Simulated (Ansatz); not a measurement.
`C#C[Se]BF` + `[AsH3]` → `C#C[SeH]` + `FB[AsH2]` at 600 K and 1 bar (redistribution).

Calculated with Ansatz (gas phase, PBE0-D4/def2-TZVP geometries, no zero-point term in ΔE). CCSD(T)/CBS adds triple-zeta CCSD(T) − MP2 to the extrapolated MP2 energy (def2 sets, frozen cores). For As, Se outer-core shells are correlated without core-valence functions, which leaves a few kJ/mol of doubt a bond. Scalar relativity is left out up to krypton. Each species was taken in one conformer, which may not be the lowest.

```json
{"species": "`C#C[Se]BF`", "CCSD(T)/CBS energy (Eh)": "-2602.59174", "H − E (kJ/mol)": "142.1", "S (J/(mol·K))": "403.9"}
{"species": "`[AsH3]`", "CCSD(T)/CBS energy (Eh)": "-2236.79077", "H − E (kJ/mol)": "81.6", "S (J/(mol·K))": "254.3"}
{"species": "`C#C[SeH]`", "CCSD(T)/CBS energy (Eh)": "-2477.92583", "H − E (kJ/mol)": "103.2", "S (J/(mol·K))": "325.9"}
{"species": "`FB[AsH2]`", "CCSD(T)/CBS energy (Eh)": "-2361.43380", "H − E (kJ/mol)": "120.1", "S (J/(mol·K))": "349.8"}
```

H − E and S are ideal-gas, rigid-rotor, harmonic terms from PBE0-D4/def2-TZVP, for one conformer and one mirror image of each species. 1 Eh = 2625.50 kJ/mol, R = 8.31446 J/(mol·K).

By hand: ΔE, ΔH, ΔS and ΔG.

ΔE = (-2477.92583) + (-2361.43380) − (-2602.59174) − (-2236.79077) = 0.02288 Eh = 60.1 kJ/mol. Δ(H − E) = 103.2 + 120.1 − 142.1 − 81.6 = -0.4, so ΔH = 59.7 kJ/mol. ΔS = 325.9 + 349.8 − 403.9 − 254.3 = 17.5 J/(mol·K). ΔG = 59.7 − 600 × (17.5)/1000 = 49.2 kJ/mol.

By hand: the equilibrium constant, and the temperature at which ΔG would vanish if ΔH and ΔS stayed fixed.

log₁₀ K = −ΔG/(RT ln 10) = -4.3. ΔG = 0 at ΔH/ΔS = 3411 K, far beyond where these terms or the molecules hold.

ΔH outweighs TΔS. A doubt of 5 kJ/mol in ΔE shifts log₁₀ K by 0.4 here. Other conformers and mirror images would add mixing entropy, several J/(mol·K) or more a flexible species. These are equilibria of isolated gas molecules and say nothing of rates. Largest T1 diagnostic: 0.013 (customary marks: 0.02 for closed shells, 0.045 for open ones).
